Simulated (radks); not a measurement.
Species: neutral arsenic. Configuration: [Ar] 3d10 4s2 4p3. All-electron calculation, scalar-relativistic Kohn-Sham, LDA (Slater exchange, Perdew-Wang correlation), spin-unpolarised, spherical densities, point nucleus; hard spherical wall at 8 bohr. Program: a radial shooting solver on a logarithmic mesh with Libxc functionals.

Unscreened Slater integrals over Kohn-Sham orbitals (eV). Empty in this configuration: 5s.

integral     value
F0(4p,4p)   9.7918
F2(4p,4p)   4.9793
F0(4p,4s)   10.968
G1(4p,4s)   6.9310
F0(4p,3d)   12.998
F2(4p,3d)   2.3725
G1(4p,3d)  0.82758
G3(4p,3d)  0.72500
F0(4p,3p)   13.078
F2(4p,3p)   2.1168
G0(4p,3p)  0.49649
G2(4p,3p)  0.56628
F0(4p,5s)   6.2526
G1(4p,5s)  0.93244
F0(4s,4s)   12.721
F0(4s,3d)   16.348
G2(4s,3d)   1.4716
F0(4s,3p)   16.497
G1(4s,3p)   1.0039
F0(4s,5s)   6.5100
G0(4s,5s)  0.45191
F0(3d,3d)   37.033
F2(3d,3d)   17.387
F4(3d,3d)   10.868
F0(3d,3p)   38.203
F2(3d,3p)   18.163
G1(3d,3p)   22.175
G3(3d,3p)   13.608
F0(3d,5s)   7.0878
G2(3d,5s)  0.22891
F0(3p,3p)   39.782
F2(3p,3p)   19.874
F0(3p,5s)   7.1142
G1(3p,5s)  0.17434
F0(5s,5s)   5.2780

Derived for the open shells (J is the average intra-shell exchange parameter used in DFT+U). 4p: J = F2/5 = 0.9959 eV.
